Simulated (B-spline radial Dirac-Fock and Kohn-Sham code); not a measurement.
Calculated with a radial atomic solver, using the Dirac equation of a negative muon with reduced mass in the field of a spherical finite nucleus, with the Uehling potential to all orders; nuclear polarisation, deformation, hyperfine structure, self-energy, higher-order vacuum polarisation, relativistic recoil and electron screening are left out. The nuclear charge is a Fermi distribution (skin thickness 2.3 fm).

Question: A muonic atom of atomic mass 30.97 u emits these computed lines: 2p3/2 → 1s1/2 457.0 keV, 3d5/2 → 2p3/2 88.01 keV, 4f7/2 → 3d5/2 30.73 keV, 5g9/2 → 4f7/2 14.21 keV. Which element is it, and what rms charge radius was used?

Answer: Phosphorus (Z = 15, nuclide ³¹P); the high transitions hardly feel the nucleus and fix Z. The 2p → 1s line lies 17.82 keV below the value for a point nucleus without QED, which for this nuclear model gives a radius near 3.19 fm (3.1889 fm was used).
